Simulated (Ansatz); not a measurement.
Basis-set series for Br2FHOSi (`O[Si](F)(Br)Br`). Charge 0, multiplicity 1. The geometry is a stationary point of PBE0-D4/def2-TZVP. It is one conformer, not always the lowest.

Cartesian coordinates in Å:
```
O 0.615 0.134 1.190
Si -0.174 -0.184 -0.182
F -1.732 -0.268 0.068
Br 0.139 1.401 -1.668
Br 0.500 -2.125 -0.905
H 0.652 1.042 1.498
```

```csv
functional,basis,functions,energy (Eh),HOMO (eV),LUMO (eV)
PBE0-D4,def2-SVP,115,-5611.94207,-8.69,-0.09
PBE0-D4,def2-TZVPP,214,-5612.90511,-8.79,-0.39
ωB97M-V,def2-SVP,115,-5612.48463,-10.85,1.97
ωB97M-V,def2-TZVPP,214,-5613.44758,-10.98,1.50
```

(1) Give the rows for def2-QZVPP. (An estimate is asked.)

## Answers

(1) Ansatz gave: 
| functional | basis | functions | energy (Eh) | HOMO (eV) | LUMO (eV) |
| --- | --- | --- | --- | --- | --- |
| PBE0-D4 | def2-QZVPP | 392 | -5613.03055 | -8.81 | -0.52 |
| ωB97M-V | def2-QZVPP | 392 | -5613.56779 | -11.00 | 1.14 |

Positive LUMOs are unbound and depend on the basis. Scalar relativity is left out up to krypton.
